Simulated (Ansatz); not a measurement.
**CH7BGe: where a starting geometry ends**

The starting geometry of this gas-phase singlet is a saddle point at r2SCAN-D4/def2-SVP, pushed by 0.25 Å along its imaginary mode; its bonds are those of `C[BH][GeH3]`.

```xyz
10

C    -0.0867    0.8083    1.1600
B     0.1347   -0.6598    0.6996
Ge   -1.0071   -1.5128   -0.7921
H    -0.5226    0.7359    2.2041
H    -0.7561    1.4451    0.5446
H     0.8993    1.3623    1.3346
H     1.0033   -1.3107    1.2539
H    -0.7299   -0.7962   -2.1213
H    -2.5044   -1.2870   -0.5075
H    -0.7946   -3.0249   -1.0267
```

**Question.** Predict what it relaxes into with r2SCAN-D4/def2-SVP.

**Answer.** It keeps its bonds, and is `C[BH][GeH3]`.

The energy falls by 0.05 eV over 23 steps:

| step | E − E(last) (eV) |
| --- | --- |
| 1 | 0.048 |
| 3 | 0.012 |
| 6 | 0.009 |
| 8 | 0.006 |
| 11 | 0.002 |
| 13 | 0.001 |
| 16 | 0.000 |
| 18 | 0.000 |
| 21 | 0.000 |
| 23 | 0.000 |

Final geometry (Å):

```yaml
atoms:
  - { symbol: C, position_ang: [-0.1234, 0.7866, 1.2732] }
  - { symbol: B, position_ang: [0.2430, -0.5197, 0.5171] }
  - { symbol: Ge, position_ang: [-1.0271, -1.4669, -0.8053] }
  - { symbol: H, position_ang: [-0.5037, 0.3957, 2.2445] }
  - { symbol: H, position_ang: [-0.9391, 1.3905, 0.8490] }
  - { symbol: H, position_ang: [0.7348, 1.4243, 1.5383] }
  - { symbol: H, position_ang: [1.3089, -1.0534, 0.7407] }
  - { symbol: H, position_ang: [-0.4508, -1.3464, -2.2322] }
  - { symbol: H, position_ang: [-2.4490, -0.8738, -0.8480] }
  - { symbol: H, position_ang: [-1.1576, -2.9767, -0.5279] }
```

Frequencies at the end are all real (lowest 51 cm⁻¹). Run with Ansatz 0.2.0, 42 s on 2 threads of Arm Neoverse V1 (shared host).
